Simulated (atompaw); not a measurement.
# Pseudopotential generation for Ru (Z = 44): PAW (atompaw), LDA (PW92), scalar-relativistic.

* Element: Ru (Z = 44)
* Generator: atompaw 4.2.0.5
* Type: PAW
* Functional: LDA (PW92)
* Relativity: scalar-relativistic
* Frozen core: [Ar] 3d10 4s2
* Valence charge: 14
* Reference configuration: 4p6 4d8 5s0 5p0
* Partial waves: 5s (bound, empty): rc 2.22 bohr; 5s channel at 0.75 Ry: rc 2.22 bohr; 4p (bound): rc 1.18 bohr; 5p (bound, empty): rc 2.12 bohr; 4d (bound): rc 2.22 bohr; 4d channel at 0.15 Ry: rc 2.22 bohr
* Local potential: ultrasoft scheme with l = 3 at 1 Ry, radius 1.68 bohr
* Core correction: smooth core density matched at 1.44 bohr
* Augmentation charge: besselshape compensation charge, radius 1.86 bohr; PAW radius 2.22 bohr; waves and projectors: custom rrkj vanderbiltortho

Poles of the logarithmic derivatives, all-electron (AE) and pseudo (PS). s: poles at 4.5 (AE) and 4.2 (PS) Ry. p: poles at -3.0 (AE) and -3.0 (PS) Ry. d: poles at 0.5 (AE) and 0.5 (PS) Ry. Test radius 2.24 bohr.

- Cutoffs needed: 55 Ry and 100 Ry (the cutoffs (Ry, on a coarse ladder) from which the occupation-weighted sum of valence levels, in a spherical-Bessel basis at the reference potential, stays within 10 and 1 mRy of its value at 400 Ry)
- Ghost test: ghost state, extra bound levels that the all-electron valence spectrum of the same l lacks: s at -86.4 eV; a true bound ghost makes a file unfit for plane-wave use (spherical-Bessel basis up to 400 Ry, 20 bohr box)
- Lowest eigenvalue of the overlap operator: 0.05 (p channel)
- Overlap eigenvalues printed by atompaw (projector basis): 0.0548, 0.482, 1.52, 111, 1.09e+03, 5.68e+03
- Share of each valence orbital outside the PAW sphere: 5s 84 %, 4p 2 %, 5p 97 %, 4d 25 %
